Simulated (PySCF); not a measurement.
Isomers of C5H11As, from PBE0-D3(BJ)/def2-SVP geometry optimisation, gas phase (PySCF). One conformer each, no zero-point energy, no frequencies.

Question: Which is lowest in electronic energy at this level?
A. `[CH2:1]1[CH2:2][CH2:3][AsH:4][CH2:5][CH2:6]1` with C6–C1–C2–C3 -37°, C1–C2–C3–As4 68°, C2–C3–As4–C5 -28°, C3–As4–C5–C6 -35°: A = 3837, B = 1907, C = 1424 MHz, dipole 1.29 D
B. `[CH2:1]=[CH:2][CH2:3][C@H:4]([CH3:5])[AsH2:6]` with C1–C2–C3–C4 115°, C2–C3–C4–C5 -174°, C3–C4–As6–H 74° and 167°: A = 3197, B = 1320, C = 990.6 MHz, dipole 1.10 D
C. `[CH2:1]=[CH:2][CH2:3][CH2:4][AsH:5][CH3:6]` with C1–C2–C3–C4 115°, C2–C3–C4–As5 62°, C3–C4–As5–C6 167°: A = 6274, B = 1001, C = 939.9 MHz, dipole 1.23 D
D. `[CH3:1][As:2]1[CH2:3][CH2:4][CH2:5][CH2:6]1` with C1–As2–C3–C4 -81°, As2–C3–C4–C5 -41°, C3–C4–C5–C6 51°, C4–C5–C6–As2 -36°: A = 3688, B = 1967, C = 1790 MHz, dipole 1.19 D

Answer: D. That is `C[As]1CCCC1`, 4.6 kcal/mol below the next.

| SMILES | mapped SMILES | E (Eh) | relative (kcal/mol) | relative (kJ/mol) | dipole (D) |
| --- | --- | --- | --- | --- | --- |
| C[As]1CCCC1 | [CH3:1][As:2]1[CH2:3][CH2:4][CH2:5][CH2:6]1 | -2432.12101 | 0.0 | 0.0 | 1.19 |
| C1CC[AsH]CC1 | [CH2:1]1[CH2:2][CH2:3][AsH:4][CH2:5][CH2:6]1 | -2432.11371 | 4.6 | 19.2 | 1.29 |
| C=CCC[AsH]C | [CH2:1]=[CH:2][CH2:3][CH2:4][AsH:5][CH3:6] | -2432.07595 | 28.3 | 118.3 | 1.23 |
| C=CC[C@H](C)[AsH2] | [CH2:1]=[CH:2][CH2:3][C@H:4]([CH3:5])[AsH2:6] | -2432.07425 | 29.3 | 122.8 | 1.10 |

As drawn, the highest has a C=C bond outside aromatic rings, which the lowest lacks.
